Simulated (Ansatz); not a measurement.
Start from `BC(O)(F)Cl` and change one atom or group to get `OC(F)Cl`.

Ansatz, PBE0-D4/def2-TZVP geometries, multiplicity 1. Each molecule was computed in one conformer, which needn't be the lowest.

```
                                                                                  property  `BC(O)(F)Cl`
                                                   HOMO–LUMO gap (ωB97M-V/def2-TZVPP) / eV         12.25
ideal-gas entropy at 298 K and 1 bar (rigid rotor, harmonic PBE0-D4/def2-TZVP) / J/(mol·K)           312
                                                      HOMO–LUMO gap (PBE0/def2-TZVPP) / eV          8.25
                                                     HOMO energy (ωB97M-V/def2-TZVPP) / eV        -10.93
                                                        HOMO energy (PBE0/def2-TZVPP) / eV         -8.63
                                                         LUMO energy (PBE/def2-TZVPP) / eV         -1.35
```

What does the change do to each property? (Best estimate.)

Computed: 
```json
{"property": "HOMO–LUMO gap (ωB97M-V/def2-TZVPP) / eV", "`OC(F)Cl`": "13.80", "shift": "1.55"}
{"property": "ideal-gas entropy at 298 K and 1 bar (rigid rotor, harmonic PBE0-D4/def2-TZVP) / J/(mol·K)", "`OC(F)Cl`": "286", "shift": "-26"}
{"property": "HOMO–LUMO gap (PBE0/def2-TZVPP) / eV", "`OC(F)Cl`": "9.54", "shift": "1.29"}
{"property": "HOMO energy (ωB97M-V/def2-TZVPP) / eV", "`OC(F)Cl`": "-11.43", "shift": "-0.50"}
{"property": "HOMO energy (PBE0/def2-TZVPP) / eV", "`OC(F)Cl`": "-9.08", "shift": "-0.45"}
{"property": "LUMO energy (PBE/def2-TZVPP) / eV", "`OC(F)Cl`": "-0.65", "shift": "0.70"}
```

With PBE0 the HOMO falls by 0.45 eV and the LUMO rises by 0.85 eV, so the gap widens by about 1.30 eV. PBE moves the HOMO by -0.29 eV and ωB97M-V by -0.50 eV. The zero-point energy changes by -26.5 kJ/mol with -6 modes.
